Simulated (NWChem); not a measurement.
System: GaHBrF; SMILES [F][GaH][Br]

Here is an NWChem input.

```
start job
memory heap 200 mb stack 900 mb global 1100 mb
geometry units angstroms noautosym nocenter noautoz
  Ga    -0.360231    -0.911377     0.000000
  H     -1.775369    -1.536200     0.000000
  F      1.049161    -1.943423     0.000000
  Br     0.113707     1.308266     0.000000
end
basis spherical
  Ga library def2-svpd
  H library def2-svpd
  F library def2-svpd
  Br library def2-svpd
end
dft
  xc pbe0
  iterations 150
end
property
  response 1 0.0428
end
task dft property
```

Output (shortened):

```
             Northwest Computational Chemistry Package (NWChem) 7.3.0
             --------------------------------------------------------

                             Geometry "geometry" -> ""
                             -------------------------

 Output coordinates in angstroms (scale by  1.889725989 to convert to a.u.)

  No.       Tag          Charge          X              Y              Z
 ---- ---------------- ---------- -------------- -------------- --------------
    1 Ga                  31.0000    -0.36023100    -0.91137700     0.00000000
    2 H                    1.0000    -1.77536900    -1.53620000     0.00000000
    3 F                    9.0000     1.04916100    -1.94342300     0.00000000
    4 Br                  35.0000     0.11370700     1.30826600     0.00000000

 Effective nuclear repulsion energy (a.u.)     404.4488441054

                              NWChem Property Module
                              ----------------------

                                 NWChem DFT Module
                                 -----------------

 Summary of "ao basis" -> "ao basis" (spherical)
 ------------------------------------------------------------------------------
       Tag                 Description            Shells   Functions and Types
 ---------------- ------------------------------  ------  ---------------------
 Ga                        def2-svpd                14       38   6s4p4d
 H                         def2-svpd                 4        8   2s2p
 F                         def2-svpd                 9       23   4s3p2d
 Br                        def2-svpd                15       41   6s5p4d

            General Information
            -------------------
          SCF calculation type: DFT
          Wavefunction type:  closed shell.
          No. of atoms     :     4
          No. of electrons :    76
           Alpha electrons :    38
            Beta electrons :    38
          Charge           :     0
          Spin multiplicity:     1
          Use of symmetry is: off; symmetry adaption is: off
          Maximum number of iterations: 150
          AO basis - number of functions:   110
                     number of shells:    42
          Convergence on energy requested:  1.00D-06
          Convergence on density requested:  1.00D-05
          Convergence on gradient requested:  5.00D-04

              XC Information
              --------------
                         PBE0 Method XC Functional
                     Hartree-Fock (Exact) Exchange  0.250
          PerdewBurkeErnzerhof Exchange Functional  0.750
            Perdew 1991 LDA Correlation Functional  1.000 local
           PerdewBurkeErnz. Correlation Functional  1.000 non-local

             Grid Information
             ----------------
          Grid used for XC integration:  medium
          Radial quadrature: Mura-Knowles
          Angular quadrature: Lebedev.
          Tag              B.-S. Rad. Rad. Pts. Rad. Cut. Ang. Pts.
          ---              ---------- --------- --------- ---------
          Ga                  1.30      112          12.0       590
          H                   0.35       45          12.0       434
          F                   0.50       49          12.0       434
          Br                  1.15      112          12.0       590
          Grid pruning is: on
          Number of quadrature shells:   318
          Spatial weights used:  Erf1

      Superposition of Atomic Density Guess
      -------------------------------------

 Sum of atomic energies:       -4594.86081307

      Non-variational initial energy
      ------------------------------

 Total energy =   -4595.158502
 1-e energy   =   -7212.960994
 2-e energy   =    2213.353647
 HOMO         =      -0.399221
 LUMO         =      -0.008782

   convergence    iter        energy       DeltaE   RMS-Dens  Diis-err
 ---------------- ----- ----------------- --------- --------- ---------
 d= 0,ls=0.0,diis     1  -4598.1872071161 -5.00D+03  1.43D-02  7.22D-01
 d= 0,ls=0.0,diis     2  -4598.0404498419  1.47D-01  7.62D-03  2.56D+00
 d= 0,ls=0.0,diis     3  -4598.2723128780 -2.32D-01  1.46D-03  2.82D-02
 d= 0,ls=0.0,diis     4  -4598.2741226545 -1.81D-03  6.83D-04  6.90D-03
 d= 0,ls=0.0,diis     5  -4598.2749121679 -7.90D-04  1.15D-04  2.82D-04
  Resetting Diis
 d= 0,ls=0.0,diis     6  -4598.2749344836 -2.23D-05  2.46D-05  2.15D-05
 d= 0,ls=0.0,diis     7  -4598.2749356233 -1.14D-06  7.68D-06  3.65D-07
 d= 0,ls=0.0,diis     8  -4598.2749356280 -4.70D-09  3.93D-06  4.31D-07

         Total DFT energy =    -4598.274935627961
      One electron energy =    -7212.265025494139
           Coulomb energy =     2386.179801649670
    Exchange-Corr. energy =     -176.638555888877
 Nuclear repulsion energy =      404.448844105384

 Numeric. integr. density =       76.000005968789

                       DFT Final Molecular Orbital Analysis
                       ------------------------------------

[...]

 DFT Linear Response polarizability / au
 Frequency  =       0.0428000 / au
 Wavelength =    1064.5643224 / nm
              X              Y              Z
 -----------------------------------------------
 X      47.0460065      4.6578994     -0.0000000
 Y       4.6579020     61.2389998     -0.0000001
 Z      -0.0000000     -0.0000001     39.2175911
 -----------------------------------------------
 Eigenvalues =      45.6539054     62.6311009     39.2175911
 Isotropic   =      49.1675325
 Anisotropic =      20.9504624
 -----------------------------------------------

 Magnetic Dipole Response Matrix (nonzero elements):

 Exiting AOResponse driver routine
```

Level: PBE0/def2-SVPD. All runs use the structure optimised with PBE0/def2-SVP.
